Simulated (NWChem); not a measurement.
System: CHCl2F; SMILES ClC(F)Cl

Here is an NWChem input.

```
start job
memory heap 200 mb stack 900 mb global 1100 mb
geometry units angstroms noautoz
  F      1.595170    -0.180946     0.000000
  C      0.387231     0.409365     0.000000
  Cl    -0.499408    -0.060264    -1.481892
  Cl    -0.499408    -0.060264     1.481892
  H      0.496253     1.492366     0.000000
end
basis spherical
  * library def2-svpd
end
dft
  xc pbe0
  iterations 150
end
tddft
  cis
  nroots 6
  notriplet
end
task tddft energy
```

All runs use the structure optimised with B3LYP/6-31G* (spherical d).

Vertical excitations in the gas phase.

### Question
Predict the main results of this run. (PBE0/def2-SVPD, TDA.) Quantities: lowest excitation, singlet (eV); oscillator strength of that lowest state; lowest state with f > 0.02, singlet (eV); oscillator strength of that bright state; orbital gap (eV).

### Answer
```
Quantity                                  Value
----------------------------------------  -----
lowest excitation, singlet (eV)            6.96
oscillator strength of that lowest state  0.021
lowest state with f > 0.02, singlet (eV)   6.96
oscillator strength of that bright state  0.021
orbital gap (eV)                           8.50
```
